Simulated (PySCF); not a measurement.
**Dipole response of Cu⁺ (copper, charge +1)**

[Ar] 3d10, closed-shell 1S. Calculation: PySCF 2.14, in def2-QZVPPD; no relativity, point nucleus. Coupled (time-dependent) response in atomic units; α is the mean over directions.

```
   method  mean α (bohr³)  C₆ (like pair)  S(−4)
CAM-B3LYP           6.890           22.80  39.91
```

S(−4) is the Cauchy moment in α(ω) = α(0) + S(−4) ω² + …

α(iu) at CAM-B3LYP:

| u (hartree) | α(iu) (bohr³) |
| --- | --- |
| 0 | 6.890 |
| 0.0500 | 6.793 |
| 0.100 | 6.526 |
| 0.200 | 5.733 |
| 0.300 | 4.932 |
| 0.500 | 3.765 |
| 0.750 | 2.879 |
| 1.00 | 2.302 |
| 1.50 | 1.590 |
| 2.00 | 1.180 |
| 3.00 | 0.7381 |
| 5.00 | 0.3758 |

For an ion, C₆ is the dispersion term alone; charge-induced terms of lower order in 1/R come first.
